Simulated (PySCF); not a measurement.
Molecule: `[O-]CC(F)=C(F)F`, [C3H2F3O]-.

Cartesian coordinates in Å; atom numbers follow the order of the lines, from 1:
```xyz
9

O    -1.107    1.581   -0.458
C    -1.026    0.292   -0.626
C    -0.060   -0.235    0.464
F    -0.583   -0.313    1.719
C     1.263   -0.294    0.373
F     1.947   -0.318   -0.787
F     2.165   -0.365    1.394
H    -1.990   -0.285   -0.491
H    -0.596   -0.057   -1.613
```

Total charge -1.

Frames of a GFN2-xTB Langevin trajectory at 600 K; GIAO PBE0/pcSseg-1 shieldings in PySCF, gas phase, non-relativistic; equivalent atoms averaged within each frame.

Scale: H2O for 17O (σref 336.08); 13C (σref 186.93), 1H (σref 31.72) vs TMS; 19F (σref 170.95) vs CFCl3 (reference shieldings calculated alike). The references are static minima.

Task: How do the shifts (ppm) fluctuate along the trajectory?

Result: 
| time (fs) | O1 | C5 | C3 | C2 | F7 | F6 | F4 | H8/H9 |
| --- | --- | --- | --- | --- | --- | --- | --- | --- |
| optimised geometry | 119.3 | 168.7 | 154.7 | 82.9 | -132.7 | -147.2 | -196.1 | 7.05 |
| 250 | 126.3 | 172.4 | 149.1 | 88.4 | -112.0 | -143.9 | -146.0 | 8.57 |
| 425 | 162.1 | 177.1 | 168.7 | 96.4 | -121.3 | -139.8 | -174.3 | 8.78 |
| 625 | 157.6 | 173.9 | 165.1 | 98.5 | -114.6 | -140.4 | -198.3 | 8.16 |
| 800 | 53.3 | 172.0 | 169.6 | 76.5 | -127.0 | -117.4 | -160.9 | 8.10 |
| 1000 | 147.8 | 160.8 | 161.0 | 75.6 | -140.2 | -145.8 | -162.0 | 6.49 |
| mean of frames | 129.4 | 171.2 | 162.7 | 87.1 | -123.0 | -137.4 | -168.3 | 8.02 |
| standard deviation | 44.7 | 6.2 | 8.3 | 10.7 | 11.2 | 11.5 | 19.6 | 0.90 |

5 frames give an uncertainty of the mean of about the standard deviation over 2.2 at best, since frames this close in time may not be independent; classical motion lacks zero-point vibration, and the reference would need the same averaging.
